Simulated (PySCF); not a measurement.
Species: C4H12Si3.
Geometry (GFN2-xTB, Å), atoms numbered from 1 in this order:
```xyz
19
C4H12Si3 angstrom
Si    -2.6506    0.5639    0.5377
C     -1.8128    0.5868   -1.1479
C     -0.8858   -0.2631   -1.5866
Si    -0.1222   -1.6871   -0.6204
Si     1.5415   -0.9132    0.7602
C      1.6794    0.9382    1.1276
C      2.7333    0.4261    0.1498
H     -3.5257   -0.6083    0.6424
H     -1.6499    0.5238    1.6078
H     -3.4616    1.7807    0.6492
H     -2.1423    1.3717   -1.8246
H     -0.4964   -0.1243   -2.5924
H     -1.1583   -2.3882    0.1500
H      0.3874   -2.6419   -1.6196
H      2.1471   -1.7200    1.8219
H      0.9478    1.6214    0.7171
H      2.0519    1.2868    2.0799
H      2.6517    0.7957   -0.8630
H      3.7557    0.4602    0.4978
```

NICS = −σ at a ghost point: NICS(0) at the centroid of the ring atoms, NICS(1) 1 Å to either side along the normal of their mean plane, zz for the tensor component along that normal. Level: GIAO PBE0/pcSseg-1 (PySCF, non-relativistic, gas phase) on the GFN2-xTB geometry, one conformer.

Ring bond lengths (Å), with Mayer bond orders in brackets: Si5–C6 1.893 (0.95), C6–C7 1.526 (0.92), C7–Si5 1.894 (0.94).

Q: What do the NICS probes read (ppm)?

A: 
```tsv
ring	type	NICS(0)	NICS(1), two faces	NICS(1)zz, two faces	rms pucker (Å)	centre to ring atoms, mean (Å)
Si5–C6–C7	3-membered ring with Si; formal bonds all single	-30.6	-8.6 / -9.3	-18.9 / -19.4	0.00	1.02
```

Q: What can be read from them?

A: 
- Si5–C6–C7: mean NICS(1)zz -19.1 ppm, shielded. Si5, C6, C7 have four or more neighbours; no verdict on aromaticity is drawn. NICS(0) lies 22 ppm below the mean NICS(1).

Q: What is the mean of the two in-plane components of NICS at the second NICS(1) probe listed for ring Si5–C6–C7, 1 Å off the ring?

A: The isotropic value is a third of the trace: (3 × -9.3 − (-19.4))/2 = -4.3 ppm.

Q: Give the inner angles of the rings and the Hirshfeld charges of the ring atoms.

A: 
- Si5–C6–C7: Si5 47.5° (+0.213 e), C6 66.3° (-0.163 e), C7 66.2° (-0.165 e); sum 180.0° against 180° for a flat convex ring.

Q: What are the shieldings of the ring atoms and their hydrogens in the same run (means over atoms taken as equivalent)?

A: 
```csv
atoms,environment,σ isotropic (ppm)
Si5,SiH silicon,529.7
C6 (×2),sp3 carbon bound to silicon,189.5
H15,Si–H hydrogen,29.61
H16 (×2),methylene hydrogen,31.31
H17 (×2),methylene hydrogen,31.01
```
